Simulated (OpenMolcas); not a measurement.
# Fe7+, Ru7+, Os7+: d down the group

```
Program             : OpenMolcas
Method              : SS-CASPT2, IPEA 0.25 Eh, imaginary shift 0.1 Eh
Basis               : ANO-RCC-VQZP
Scalar Hamiltonian  : DKH2, point nucleus
Spin-orbit coupling : state interaction with AMFI integrals over the reference wave functions, term energies averaged over their components
```

Active space for each ion: 1 electron in 5 orbitals (d); closed shells correlated by CASPT2: Fe7+ 3s 3p; Ru7+ 4s 4p; Os7+ 5s 5p.

Computed levels in cm-1 above 2D 3/2:

| Level | Fe7+ | Ru7+ | Os7+ |
| --- | --- | --- | --- |
| 2D 5/2 | 1810 | 4040 | 13070 |
| weight of 2D in the lowest level (%) | 100 | 100 | 100 |

Measured, with the error of the calculation in %. Measured levels: Fe7+ from Corliss and Sugar, J. Phys. Chem. Ref. Data 11, 135 (1982).

```csv
Level,Fe7+
2D 5/2,1836 (-1.4)
```

The fine-structure level 2D 5/2 changes by a factor of 7.22 from Fe7+ to Os7+.

CASPT2 breaks the degeneracy within a term, and the mean is taken; among the terms shown or strongly mixed into the levels shown the widest spread is 20 cm-1 (3d 2D, Fe7+). With one active electron, CASPT2 adds the correlation within the correlated inactive shells and between them and that electron, and leaves the splitting within a term as the reference gives it. Measured partners are found by configuration, term and J. A level has none where our copy of the source lacks it or the pairing is in doubt (some pairs that miss far off the trend of their configuration count as doubtful), and it then counts in no deviation. Only configurations of the active space appear.
